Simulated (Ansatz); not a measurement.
Basis-set extrapolation for C2H7BFNO (PBE0-D4/def2-TZVP geometry, frozen core, Ansatz). Multiplicity 1, RHF reference.

```json
{"": "HF", "def2-TZVPP": "-333.380940", "def2-QZVPP": "-333.395742"}
{"": "MP2 correlation", "def2-TZVPP": "-1.155650", "def2-QZVPP": "-1.242590"}
{"": "CCSD(T) correlation", "def2-TZVPP": "-1.235110", "def2-QZVPP": "not run"}
```

Energies in hartree. Use E(X) = E(∞) + A·exp(−7.88·√X) for Hartree–Fock and E(X) = E(∞) + B·X^(−2.97) for correlation, with X = 3 and 4, and add CCSD(T) minus MP2 of the smaller set to the MP2 limit.

Task: What is the CCSD(T) energy at the basis-set limit?

Result: HF limit: -333.395742 + (-0.014802) × 0.13774 = -333.39778. MP2 limit: -1.242590 + (-0.086940) × 0.74074 = -1.30699. Higher-order term: -1.235110 − (-1.155650) = -0.07946. Total: -334.78423 hartree, 441.6 kJ/mol below CCSD(T)/def2-TZVPP.
